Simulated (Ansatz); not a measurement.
`O=C(O)[TeH]` at its PBE0-D4/def2-TZVP geometry, where that method's forces vanish. The species carries charge 0 and has multiplicity 1. Te takes the def2 core potential.

```csv
atom,x (Å),y (Å),z (Å)
O1,1.156,-0.737,0.101
C2,0.248,-0.008,-0.151
O3,0.233,0.874,-1.160
Te4,-1.607,0.129,0.893
H5,1.084,0.796,-1.621
H6,-1.113,-1.054,1.938
```

(1) For each bond, give half the difference of the two atoms' forces along it (eV/Å; positive pushes the atoms apart) under PBE-D4, r2SCAN-D4, B3LYP-D4, ωB97M-V in def2-TZVPP. (Estimate.)

## Answers

(1) The calculation gave: 
```tsv
bond	length (Å)	PBE-D4	r2SCAN-D4	B3LYP-D4	ωB97M-V
O1–C2	1.191	0.91	0.30	0.14	0.06
C2–O3	1.341	0.32	0.25	0.26	0.24
C2–Te4	2.134	-0.06	-0.01	0.09	-0.17
O3–H5	0.970	0.39	0.02	-0.06	-0.13
Te4–H6	1.654	0.28	0.04	0.08	-0.15
```

B3LYP here is the variant with VWN-RPA as its local correlation; programs differ in this.

Computed with Ansatz.
